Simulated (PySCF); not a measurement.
C₂HCl₂, doublet, geometry from GFN2-xTB; CASSCF(7,9)/cc-pVDZ in PySCF.

Here is a job for PySCF.
```python
from pyscf import gto, scf, mcscf
import numpy

mol = gto.Mole()
mol.atom = '''
    Cl    2.160059    0.011545    0.031199
    C     0.536581   -0.218774   -0.001824
    C    -0.543641    0.505079    0.014091
    Cl   -2.122317   -0.206207   -0.039072
    H    -0.599260    1.591429    0.060227
'''
mol.basis = 'cc-pvdz'
mol.charge = 0
mol.spin = 1
mol.verbose = 4
mol.build()

mf = scf.ROHF(mol)
mf.kernel()
mc = mcscf.CASSCF(mf, 9, 7)
mc.fix_spin_(ss=0.75)
mc.kernel()
occ = numpy.linalg.eigvalsh(mc.fcisolver.make_rdm1(mc.ci, mc.ncas, mc.nelecas))[::-1]
ss = mc.fcisolver.spin_square(mc.ci, mc.ncas, mc.nelecas)[0]
print('natural occupations', occ.round(4), ' <S^2>', round(ss, 4))
```

Q: Predict the main parts of the log of this PySCF run.

A: 
```
PySCF version 2.14.0

[INPUT] verbose = 4
[INPUT] num. atoms = 5
[INPUT] num. electrons = 47
[INPUT] charge = 0
[INPUT] spin (= nelec alpha-beta = 2S) = 1
[INPUT] symmetry False subgroup None
[INPUT] Mole.unit = angstrom
[INPUT] Symbol           X                Y                Z      unit          X                Y                Z       unit  Magmom
[INPUT]  1 Cl     2.160059000000   0.011545000000   0.031199000000 AA    4.081919922902   0.021816888108   0.058957565360 Bohr   0.0
[INPUT]  2 C      0.536581000000  -0.218774000000  -0.001824000000 AA    1.013991133645  -0.413422943176  -0.003446860451 Bohr   0.0
[INPUT]  3 C     -0.543641000000   0.505079000000   0.014091000000 AA   -1.027332600085   0.954460981269   0.026628130821 Bohr   0.0
[INPUT]  4 Cl    -2.122317000000  -0.206207000000  -0.039072000000 AA   -4.010597879509  -0.389674754968  -0.073835379139 Bohr   0.0
[INPUT]  5 H     -0.599260000000   1.591429000000   0.060227000000 AA   -1.132437277407   3.007364956690   0.113812535304 Bohr   0.0

nuclear repulsion = 165.36162460425
number of shells = 23
number of NR pGTOs = 141
number of NR cGTOs = 69
basis = cc-pvdz
ecp = {}

******** <class 'pyscf.scf.rohf.ROHF'> ********
method = ROHF
initial guess = minao
damping factor = 0
level_shift factor = 0
DIIS = <class 'pyscf.scf.diis.CDIIS'>
diis_start_cycle = 1
diis_space = 8
diis_damp = 0
SCF conv_tol = 1e-09
SCF conv_tol_grad = None
SCF max_cycles = 50
direct_scf = True
direct_scf_tol = 1e-13
num. doubly occ = 23  num. singly occ = 1
Set gradient conv threshold to 3.16228e-05
init E= -995.994811373097
  HOMO = -0.128552365521116  LUMO = 0.0741125242309351  gap/eV = 5.51479
cycle= 1 E= -995.141091794182  delta_E= 0.854  |g|= 0.438  |ddm|= 1.69
  HOMO = -0.257802629429149  LUMO = 0.0662658548429604  gap/eV = 8.81835
cycle= 2 E= -995.199894578456  delta_E= -0.0588  |g|= 0.256  |ddm|= 0.595
  HOMO = -0.165703921821557  LUMO = 0.145731292218711  gap/eV = 8.47458
cycle= 3 E= -995.222164967532  delta_E= -0.0223  |g|= 0.0606  |ddm|= 0.22
  HOMO = -0.17394028786827  LUMO = 0.145345870199169  gap/eV = 8.68822
cycle= 4 E= -995.224514942944  delta_E= -0.00235  |g|= 0.0178  |ddm|= 0.112
  HOMO = -0.171169773524185  LUMO = 0.145203554570314  gap/eV = 8.60896
cycle= 5 E= -995.224731084814  delta_E= -0.000216  |g|= 0.00657  |ddm|= 0.0255
  HOMO = -0.173069290432667  LUMO = 0.145211092750797  gap/eV = 8.66085
cycle= 6 E= -995.224755650931  delta_E= -2.46e-05  |g|= 0.00274  |ddm|= 0.0106
  HOMO = -0.172538892292509  LUMO = 0.145374864657067  gap/eV = 8.65087
cycle= 7 E= -995.224758998513  delta_E= -3.35e-06  |g|= 0.00055  |ddm|= 0.00384
  HOMO = -0.172531377293751  LUMO = 0.145444057636568  gap/eV = 8.65255
cycle= 8 E= -995.224759235492  delta_E= -2.37e-07  |g|= 0.000196  |ddm|= 0.0011
  HOMO = -0.172524590432426  LUMO = 0.145440403493069  gap/eV = 8.65227
cycle= 9 E= -995.224759259736  delta_E= -2.42e-08  |g|= 5.55e-05  |ddm|= 0.00036
  HOMO = -0.172514877105395  LUMO = 0.145443443576833  gap/eV = 8.65209
cycle= 10 E= -995.224759262398  delta_E= -2.66e-09  |g|= 1.79e-05  |ddm|= 0.000107
  HOMO = -0.172511885314693  LUMO = 0.145442952929419  gap/eV = 8.65199
cycle= 11 E= -995.224759262684  delta_E= -2.86e-10  |g|= 5.2e-06  |ddm|= 3.71e-05
  HOMO = -0.172511826218723  LUMO = 0.145442367529161  gap/eV = 8.65197
Extra cycle  E= -995.224759262704  delta_E= -1.96e-11  |g|= 2.39e-06  |ddm|= 8.19e-06
converged SCF energy = -995.224759262704

******** <class 'pyscf.mcscf.mc1step.CASSCF'> ********
CAS (4e+3e, 9o), ncore = 20, nvir = 40
max_cycle_macro = 50
max_cycle_micro = 4
conv_tol = 1e-07
conv_tol_grad = None
orbital rotation max_stepsize = 0.02
orbital rotation threshold for CI restart = 0.01
augmented hessian ah_max_cycle = 30
augmented hessian ah_conv_tol = 1e-12
augmented hessian ah_linear dependence = 1e-14
augmented hessian ah_level shift = 1e-08
augmented hessian ah_start_tol = 2.5
augmented hessian ah_start_cycle = 3
augmented hessian ah_grad_trust_region = 3
kf_trust_region = 3
kf_interval = 4
ci_response_space = 4
ci_grad_trust_region = 3
with_dep4 0
natorb = False
canonicalization = True
sorting_mo_energy = False
ao2mo_level = 2
internal_rotation = False
******** <class 'pyscf.fci.addons.SpinPenaltyFCISolver'> ********
max. cycles = 50
conv_tol = 1e-08
davidson only = True
linear dependence = 1e-12
level shift = 0.001
max iter space = 12
nroots = 1
pspace_size = 400
spin = None
CASCI E = -995.237889681294  S^2 = 0.7500000
Set conv_tol_grad to 0.000316228
macro iter   1 ( 21 JK    4 micro), CASSCF E = -995.252288194082  dE = -1.43985128e-02  S^2 = 0.7500000
               |grad[o]|=0.0261  |grad[c]|=0.0175  |ddm|=0.0466  |maxRot[o]|=0.276
macro iter   2 ( 21 JK    4 micro), CASSCF E = -995.261292766923  dE = -9.00457284e-03  S^2 = 0.7500000
               |grad[o]|=0.0261  |grad[c]|=0.0352  |ddm|=0.0319  |maxRot[o]|=0.285
macro iter   3 ( 21 JK    4 micro), CASSCF E = -995.273596526421  dE = -1.23037595e-02  S^2 = 0.7500000
               |grad[o]|=0.0196  |grad[c]|=0.0205  |ddm|=0.0326  |maxRot[o]|=0.311
macro iter   4 ( 21 JK    4 micro), CASSCF E = -995.284731588161  dE = -1.11350617e-02  S^2 = 0.7500000
               |grad[o]|=0.0214  |grad[c]|=0.0297  |ddm|=0.0131  |maxRot[o]|=0.166
macro iter   5 ( 21 JK    4 micro), CASSCF E = -995.292070041921  dE = -7.33845376e-03  S^2 = 0.7500000
               |grad[o]|=0.0153  |grad[c]|=0.0219  |ddm|=0.0082  |maxRot[o]|= 0.24
macro iter   6 ( 21 JK    4 micro), CASSCF E = -995.297855643978  dE = -5.78560206e-03  S^2 = 0.7500000
               |grad[o]|=0.00762  |grad[c]|=0.0219  |ddm|=0.00722  |maxRot[o]|= 0.28
macro iter   7 ( 19 JK    4 micro), CASSCF E = -995.300144874648  dE = -2.28923067e-03  S^2 = 0.7500000
               |grad[o]|=0.00856  |grad[c]|=0.00883  |ddm|=0.00402  |maxRot[o]|=0.184
macro iter   8 ( 11 JK    3 micro), CASSCF E = -995.300164151674  dE = -1.92770264e-05  S^2 = 0.7500000
               |grad[o]|=0.0012  |grad[c]|=0.000483  |ddm|=0.00048  |maxRot[o]|=0.0155
macro iter   9 (  4 JK    1 micro), CASSCF E = -995.300164336466  dE = -1.84791134e-07  S^2 = 0.7500000
               |grad[o]|=9.79e-05  |grad[c]|=0.00026  |ddm|=3.74e-05  |maxRot[o]|=0.00145
macro iter  10 (  3 JK    1 micro), CASSCF E = -995.300164380891  dE = -4.44252919e-08  S^2 = 0.7500000
               |grad[o]|=3.82e-05  |grad[c]|=0.000155  |ddm|=2.24e-05  |maxRot[o]|=0.000823
1-step CASSCF converged in  10 macro (163 JK  33 micro) steps
CASSCF canonicalization
Density matrix diagonal elements [1.98879218 1.9782321  1.92555192 0.99660772 0.07615018 0.01027924
 0.00636546 0.00584733 0.01217388]
CASSCF energy = -995.300164380891
CASCI E = -995.300164380891  E(CI) = -11.8492876912176  S^2 = 0.7500000
natural occupations [1.9914 1.9783 1.9233 0.997  0.0758 0.0165 0.0088 0.0051 0.0037]  <S^2> 0.75
```
